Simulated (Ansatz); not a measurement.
Stepwise reaction of `B[Si](F)(F)F` with hydrogen chloride, as a gas-phase model of exchange steps in deposition or etching. ΔE in kJ/mol.

Computed with Ansatz on PBE0-D4/def2-TZVP structures; ΔE is electronic, products minus reactants. CCSD(T)/CBS adds triple-zeta CCSD(T) − MP2 to the extrapolated MP2 energy (def2 sets, frozen cores). This one scheme is used for every species. DFT in def2-TZVPP. B3LYP here is the variant with VWN-RPA as its local correlation; programs differ in this. One conformer a species, not always the lowest.

```json
{"step": "1", "reaction": "`B[Si](F)(F)F` + HCl → `F[Si](F)(F)BCl` + H₂", "PBE-D4": "-88.9", "B3LYP-D4": "-79.7", "ωB97M-V": "-78.2", "CCSD(T)/CBS": "-76.5"}
{"step": "2", "reaction": "`F[Si](F)(F)BCl` + HCl → `F[Si](F)(F)B(Cl)Cl` + H₂", "PBE-D4": "-80.6", "B3LYP-D4": "-72.9", "ωB97M-V": "-71.5", "CCSD(T)/CBS": "-69.3"}
```

(1) By hand: ΔE of the 2 steps together at CCSD(T)/CBS.

Results:

(1) (-76.5) + (-69.3) = -145.8 kJ/mol, or -72.9 kJ/mol a step.

In ΔE each step is higher than the one before. All are downhill at CCSD(T)/CBS. PBE-D4 differs from CCSD(T)/CBS by -12.4 to -11.3 kJ/mol a step. Isolated molecules leave out the surface, adducts and barriers. Largest T1 diagnostic: 0.013.
